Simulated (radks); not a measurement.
Results of a calculation; reference values are marked as such.
The nuclear charge of neutral promethium is varied continuously with 61 electrons held in [Xe] 4f5 6s2. Code: a radial shooting solver on a logarithmic mesh with Libxc functionals. Model: Dirac Kohn-Sham, LDA (Slater exchange, Perdew-Wang correlation), spin-unpolarised, spherical densities, finite nucleus; open shells fill j = l - 1/2 first; Fermi nuclear charge, rms radius 4.962 fm. By the Hellmann-Feynman theorem dE/dZ = E(electron-nucleus)/Z, the electronic potential at the nucleus (averaged over a nucleus of fixed radius).

| Z | E (hartree) | E(electron-nucleus)/Z (hartree) | HOMO | e(HOMO) (eV) | <r> HOMO (bohr) |
|---|---|---|---|---|---|
| 61 | -10019.5236 | -401.992 | 4f5/2 | -2.438 | 1.062 |
| 61.25 | -10120.3237 | -404.408 | 6s1/2 | -5.120 | 4.103 |
| 61.5 | -10221.7272 | -406.820 | 6s1/2 | -6.690 | 3.915 |
| 61.75 | -10323.7335 | -409.231 | 6s1/2 | -8.368 | 3.752 |
| 62 | -10426.3425 | -411.641 | 6s1/2 | -10.145 | 3.609 |

 No converged solution with all levels bound was reached at Z = 60.75.
